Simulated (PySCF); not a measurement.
PBE on Li⁻ (lithium, charge -1), [He] 2s2, closed-shell 1S. Calculation: PySCF 2.14, in def2-QZVPPD; no relativity, point nucleus.

```
cycle= 1 E= -7.47836910759727  delta_E= -0.00208  |g|= 0.0076  |ddm|= 0.44
cycle= 2 E= -7.4784302144499  delta_E= -6.11e-05  |g|= 0.00232  |ddm|= 0.162
cycle= 3 E= -7.4784505607236  delta_E= -2.03e-05  |g|= 0.000906  |ddm|= 0.0786
cycle= 4 E= -7.4784523206285  delta_E= -1.76e-06  |g|= 1.72e-05  |ddm|= 0.0157
cycle= 5 E= -7.47845232132407  delta_E= -6.96e-10  |g|= 1.8e-06  |ddm|= 0.000727
converged SCF energy = -7.47845232132407  <S^2> = -3.5527137e-15  2S+1 = 1
```

Highest occupied orbital energy: 1.135 eV; ⟨L²⟩ = 0.00; populations by l: s 4.00, p 0.00, d 0.00, f 0.00.

Problem. Can this result be used?

Solution. With care. The calculation finished and met its thresholds. At PBE the highest occupied level has a positive energy, so only the finite basis holds that electron; in a semilocal or global hybrid functional this comes from self-interaction and does not mean that the real anion is unbound.
